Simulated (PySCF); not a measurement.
## Magnetic susceptibility: SMILES O=C[C@@]1(F)CC[Se]1, C$_{4}$H$_{5}$FOSe

Cartesian coordinates in Å; atom numbers follow the order of the lines, from 1:
```xyz
12

O     1.3248    1.7137    0.4065
C     1.6137    0.6802   -0.1326
C     0.7071   -0.4996   -0.2033
F     1.3843   -1.6733   -0.2884
C    -0.5153   -0.5025    0.7041
C    -1.4854    0.2410   -0.2139
Se   -0.4088   -0.0953   -1.8527
H     2.5576    0.5343   -0.6887
H    -0.3348   -0.0085    1.6595
H    -0.8318   -1.5302    0.8797
H    -1.5205    1.3116   -0.0199
H    -2.4896   -0.1721   -0.2763
```

The calculation used PySCF, GIAO B97-2/pcSseg-1 magnetisability, rotational g tensor and spin-rotation constants, non-relativistic, gas phase. Geometry: GFN2-xTB.

The calculation is non-relativistic, which matters for the atoms heavier than Zn.

Problem. How diamagnetic is it, and how anisotropic?

Solution. Isotropic -1105 × 10⁻³⁰ J/T², or -66.5 × 10⁻⁶ cm³/mol; principal values -1342, -1104, -868 × 10⁻³⁰ J/T², anisotropy 411 × 10⁻³⁰ J/T² (root of half the summed squared differences of the principal values). The susceptibility is in cgs units.

Problem. Split it along the inertial axes a, b, c into diamagnetic and paramagnetic parts about the centre of mass, with the quadrupole moment.

Solution. 
| axis | χ (10⁻⁶ cm³/mol) | diamagnetic (10⁻⁶ cm³/mol) | paramagnetic (10⁻⁶ cm³/mol) | summed x² of all electrons (Å²) | quadrupole Θ (D Å) |
| --- | --- | --- | --- | --- | --- |
| a | -73.9 | -577.2 | 503.3 | 124.7 | -0.95 |
| b | -62.3 | -802.0 | 739.6 | 71.7 | -7.29 |
| c | -63.3 | -833.1 | 769.8 | 64.4 | +8.25 |

Anisotropies 2χaa − χbb − χcc = -22.3 and 2χbb − χaa − χcc = +12.5 × 10⁻⁶ cm³/mol. Θ is traceless in Buckingham's convention.

Problem. And the rotational g tensor?

Solution. 
| axis | rotational constant (GHz) | g | nuclear part | electronic part |
| --- | --- | --- | --- | --- |
| a | 2.4146 | -0.0230 | 0.5479 | -0.5709 |
| b | 1.5511 | -0.0205 | 0.5184 | -0.5390 |
| c | 1.4418 | -0.0247 | 0.4968 | -0.5214 |

Asymmetric top; isotopes 12C, 19F, 1H, 16O, 80Se; no vibrational averaging.
